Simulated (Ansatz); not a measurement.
`[Cl][InH][SeH]` + `C[Se]C(O)O` → `C[Se][InH][Cl]` + `OC(O)[SeH]`  (redistribution)

Isolated molecules relaxed with PBE0-D4/def2-TZVP in Ansatz; ΔE leaves out vibrations. CBS: MP2 limit from def2 TZ/QZ plus the TZ coupled-cluster correction, frozen cores. def2 core potentials past Kr. For In, Se outer-core shells are correlated without core-valence functions, which leaves a few kJ/mol of doubt a bond. Scalar relativity is left out up to krypton. Each species was taken in one conformer, which may not be the lowest.

| species | HF/def2-QZVPP energy (Eh) |
| --- | --- |
| `[Cl][InH][SeH]` | -3049.88518 |
| `C[Se]C(O)O` | -2628.93984 |
| `C[Se][InH][Cl]` | -3088.93046 |
| `OC(O)[SeH]` | -2589.88541 |

Task: Work out ΔE.

Result: ΔE = (-3088.93046) + (-2589.88541) − (-3049.88518) − (-2628.93984) = 0.00915 Eh = +0.25 eV. CCSD(T)/CBS gives +0.19 eV.

Largest T1 diagnostic among the species: 0.012.

Leaving LDA and LC-ωPBE aside and taking each functional with its dispersion term where it has one, the values, not all of them listed here, spread over 0.09 eV, from BLYP-D4 to ωB97X-V. At CCSD(T), def2-SVP lies +0.03 eV from the extrapolated value and def2-TZVPP +0.02 eV. From BLYP to BHLYP (50 % exact exchange), in def2-TZVPP and without D4, ΔE moves by +0.07 eV.
